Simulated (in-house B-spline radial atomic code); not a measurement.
I⁵⁺. Computed with a B-spline radial atomic code. Model: all-electron spherical atom, spin shells full or empty, radial basis limit, no spin-orbit coupling, Breit or QED, empty-state partial waves extrapolated as (l+1/2)^-4, RPA, G0W0 and static COHSEX of the highest shell as one setting changes (uncorrelated shells keep exact exchange).

Given: element I; charge 5; filled core Kr; hamiltonian one-electron scalar X2C; mean-field start PBE; highest l of empty states 9; nuclear rms radius 4.75 fm; highest mean-field shell 5s.

Shell: 4d 5 5, 5s 1 1 (electrons up and down).

```csv
lowest nl shells left uncorrelated,RPA correlation energy (hartree),G0W0 level (eV),G0W0 minus most complete (meV),COHSEX level (eV),removal by RPA minus most complete (meV)
0,-3.9023,-75.111,0,-77.417,0
1,?,?,?,?,?
2,-3.5271,-75.115,-3.5,-77.426,4.1
3,-2.9651,-75.111,0.6,-77.415,2.1
4,-2.7834,-75.13,-18.5,-77.456,21.3
5,-2.2421,-75.118,-6.7,-77.444,14
6,-1.3791,-75.04,71.5,-77.326,-39.2
7,-1.2201,-75.124,-12.3,-77.48,36.1
8,?,?,?,?,?
9,-0.075661,-73.887,1224.4,-75.717,-1381.4
```

(1) What follows for lowest nl shells left uncorrelated = 8?

(2) What follows for lowest nl shells left uncorrelated = 1?

Answers

(1) RPA correlation energy -0.76256 hartree; G0W0 level -75.018 eV; G0W0 minus most complete 93.7 meV; COHSEX level -77.321 eV; removal by RPA minus most complete -105.1 meV.

(2) RPA correlation energy -3.7231 hartree; G0W0 level -75.111 eV; G0W0 minus most complete 0.3 meV; COHSEX level -77.417 eV; removal by RPA minus most complete -0.1 meV.
